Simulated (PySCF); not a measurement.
From one molecule to another.

First species: C7H14O2Si.
SMILES: `CC(=O)[C@@H]1C[Si@H](C)O[C@@H]1C`

Second species: C9H12Si.
Numbering: `[SiH3:1][CH2:2][C@@:3]12[CH:4]=[CH:5][C@@H:6]([CH:7]=[CH:8]1)[CH:9]=[CH:10]2` (hydrogens: H11, H12, H13 on Si1; H14, H15 on C2; H16 on C4; H17 on C5; H18 on C6; H19 on C7; H20 on C8; H21 on C9; H22 on C10)

Levels: PBE0/pcSseg-1 for HOMO energy, LUMO energy and HOMO–LUMO gap. Geometries: GFN2-xTB. All species are isolated and taken at one optimised geometry, non-relativistic unless stated; the electronic structure was computed with PySCF and density fitting.

The conformers computed, where there is a choice (atom-mapped SMILES and torsion angles):
- `[SiH3:1][CH2:2][C@@:3]12[CH:4]=[CH:5][C@@H:6]([CH:7]=[CH:8]1)[CH:9]=[CH:10]2`: Si1–C2–C3–C4 180°

The conformers of `CC(=O)[C@@H]1C[Si@H](C)O[C@@H]1C` aren't listed.

Values for the first species:

* HOMO energy: -7.14 eV
* LUMO energy: -0.50 eV
* HOMO–LUMO gap: 6.64 eV

Task: Estimate the same properties for the second species, and the change in each.

Result: 
```json
{"property": "HOMO energy", "first": "-7.14 eV", "second": "-6.06 eV", "second less first": "+1.08 eV"}
{"property": "LUMO energy", "first": "-0.50 eV", "second": "-0.17 eV", "second less first": "+0.33 eV"}
{"property": "HOMO–LUMO gap", "first": "6.64 eV", "second": "5.89 eV", "second less first": "-0.75 eV"}
```

On the second:  GFN2-xTB frequencies show an imaginary mode (21i cm⁻¹), so this geometry is no minimum at that level.
